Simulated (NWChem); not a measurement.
Species: CH5ClFNSi; SMILES Cl[Si@@H](CF)N

```xyz
10

N     -1.8713    -0.2115     0.2880
Si    -0.3135     0.0518    -0.3723
Cl     0.5482     1.9244     0.0702
C      0.9213    -1.2042     0.3336
F      0.5445    -2.4878    -0.0745
H     -2.6929     0.1539    -0.1780
H     -2.0197    -0.2988     1.2862
H     -0.4365    -0.0217    -1.8427
H      0.9507    -1.1756     1.4317
H      1.9387    -1.0028    -0.0258
```
Atoms are numbered in this order, from 1.

All runs: NWChem. Medium grid unless said otherwise, to which SCAN and Minnesota functionals are sensitive. Coordinates come from a B3LYP/6-31G* (spherical d) optimisation. B3LYP is NWChem's, with the RPA form of VWN correlation.

### Question
Order these by “highest occupied level (eV)”, lowest first: M06-2X/def2-SVP; PBE/def2-SVP; TPSSh/def2-SVP; Hartree-Fock/def2-SVP.

### Answer
Hartree-Fock/def2-SVP (-11.54), M06-2X/def2-SVP (-9.29), TPSSh/def2-SVP (-7.08), PBE/def2-SVP (-6.34)
